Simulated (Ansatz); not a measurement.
Wavefunction ladder for C$_{3}$H$_{5}$BS (`BC1=C(S)C1`)

Z-matrix (Å, degrees):
```
C
C 1 1.476
C 1 1.518 2 52.3
H 1 1.090 2 118.6 3 -107.1
H 1 1.090 2 118.6 3 107.1
S 2 1.683 1 141.4 3 -180.0
B 3 1.501 1 150.0 2 180.0
H 6 1.347 2 97.3 1 180.0
H 7 1.198 3 118.9 1 180.0
H 7 1.195 3 121.2 1 -0.0
```

The species carries charge 0 and has multiplicity 1. The geometry is a stationary point of PBE0-D4/def2-TZVP. It is one conformer, not always the lowest. Frozen core, restricted reference, the Gaussian-basis code of Ansatz. CBS rows extrapolate triple and quadruple zeta; past MP2 they add the triple-zeta difference.

```
     basis     HF (Eh)  MP2 corr.
  def2-SVP  -538.39657   -0.60977
def2-TZVPP  -538.69058   -0.75157
def2-QZVPP  -538.70786   -0.80301
```

Estimate the CCSD correlation energy and the (T) correction in each basis where they were run (hartree).


```
     basis  CCSD corr.       (T)
  def2-SVP    -0.65688  -0.02601
def2-TZVPP    -0.79204  -0.03987
 CBS(def2)    -0.88159     as TZ
```
